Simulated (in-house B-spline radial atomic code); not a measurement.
Configurations of W6+, with energies counted from [Xe] 4f14. Method: Dirac-Hartree-Fock, average of configuration, Fermi nucleus of rms radius 5.3658 fm. Calculated with a radial B-spline atomic code at the basis-set limit. Energies include first-order Breit, QED and recoil terms.

Occupations are held fixed; configurations that lie above the ionisation limit could autoionise.

```json
{"configuration": "[Kr] 4d10 4f14 5s2 (5p1/2)2 (5p3/2)3 (5d5/2)1", "E - E(ref) (eV)": "42.911", "highest orbital": "5d5/2", "its <r> (bohr)": "1.541"}
{"configuration": "[Xe] (4f5/2)6 (4f7/2)7 (6d5/2)1", "E - E(ref) (eV)": "78.142", "highest orbital": "6d5/2", "its <r> (bohr)": "3.181"}
{"configuration": "[Xe] (4f5/2)5 (4f7/2)8 7s1", "E - E(ref) (eV)": "83.437", "highest orbital": "7s1/2", "its <r> (bohr)": "3.849"}
{"configuration": "[Kr] 4d10 4f14 5s2 (5p1/2)2 (5p3/2)3 (8f5/2)1", "E - E(ref) (eV)": "106.9", "highest orbital": "8f5/2", "its <r> (bohr)": "9.631"}
{"configuration": "[Kr] (4d3/2)4 (4d5/2)5 4f14 5s2 5p6 6s1", "E - E(ref) (eV)": "269.39", "highest orbital": "6s1/2", "its <r> (bohr)": "2.221"}
{"configuration": "[Kr] (4d3/2)4 (4d5/2)5 4f14 5s2 5p6 (6g7/2)1", "E - E(ref) (eV)": "317.21", "highest orbital": "6g7/2", "its <r> (bohr)": "6.176"}
```

Order these further configurations by energy, lowest first.
A. [Xe] (4f5/2)6 (4f7/2)7 (9p1/2)1
B. [Kr] (4d3/2)4 (4d5/2)5 4f14 5s2 5p6 (5f5/2)1
C. [Xe] (4f5/2)6 (4f7/2)7 (7d5/2)1
D. [Kr] 4d10 4f14 5s2 (5p1/2)1 (5p3/2)4 9s1
E. [Kr] 4d10 4f14 5s2 (5p1/2)1 (5p3/2)4 6s1

E (65.59 eV), C (93.096 eV), A (103.12 eV), D (114.34 eV), B (293.49 eV).

How far above the reference does [Kr] (4d3/2)4 (4d5/2)5 4f14 5s2 5p6 (8f7/2)1 lie?

322.2 eV; its least bound orbital is 8f7/2 with <r> = 9.586 bohr.

How far above the reference does [Xe] (4f5/2)5 (4f7/2)8 8s1 lie?

96.669 eV; its least bound orbital is 8s1/2 with <r> = 5.885 bohr.
